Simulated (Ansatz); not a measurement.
`[SiH3]CC(Cl)Cl` + `OCS` → `OCSC[SiH3]` + `ClCCl`  (substitution at a C–C bond)

Gas-phase electronic energies from Ansatz, PBE0-D4/def2-TZVP geometries. CCSD(T)/CBS adds triple-zeta CCSD(T) − MP2 to the extrapolated MP2 energy (def2 sets, frozen cores). This one scheme is used for every species. Each species was taken in one conformer, which may not be the lowest.

```tsv
level	ΔE (kJ/mol)
CCSD/def2-TZVPP	4.6
SCS-MP2/def2-QZVPP	2.6
```

Task: What does CCSD(T)/CBS give? (Best estimate.)

Result: Computed: +2.1 kJ/mol. The listed levels differ from it by 2.5, 0.5 kJ/mol.

Largest T1 diagnostic among the species: 0.011.
